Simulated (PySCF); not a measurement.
CH5Cl2NZr, SMILES [Zr]([NH2])([CH3])([Cl])[Cl], multiplicity 1. The structure is a stationary point at PBE0-D3(BJ)/def2-SVP. The spin state was assumed, not searched. The structure was generated by enumeration; whether it is a known compound was not checked. The def2 effective core potentials stand for the cores of Zr; spin–orbit coupling is left out. The values are those of a single conformer.

Calculation: PBE0-D3(BJ)/def2-SVP (PySCF 2.14.0).

Harmonic wavenumbers (cm⁻¹): 87, 96, 104, 126, 130, 161, 186, 373, 388, 450, 490, 503, 511, 554, 679, 1162, 1393, 1395, 1489, 3022, 3128, 3137, 3556, 3651. Rotational constants (GHz): 2.124, 1.290, 1.135; symmetry number 1.

Work out the zero-point energy and the ideal-gas rigid-rotor harmonic-oscillator thermochemistry at 298.15 K and 1 atm.

ZPE = ½ Σ hcν = ½ × 26770 cm⁻¹ = 160.12 kJ/mol. H − E(el) = 187.74 kJ/mol. Entropy in J/(mol K): translation 174.39, rotation 121.44, vibration 113.80, total 409.64. G − E(el) = 65.60 kJ/mol. Cp = 134.13 J/(mol K). Modes under 150 cm⁻¹ make the vibrational entropy uncertain.
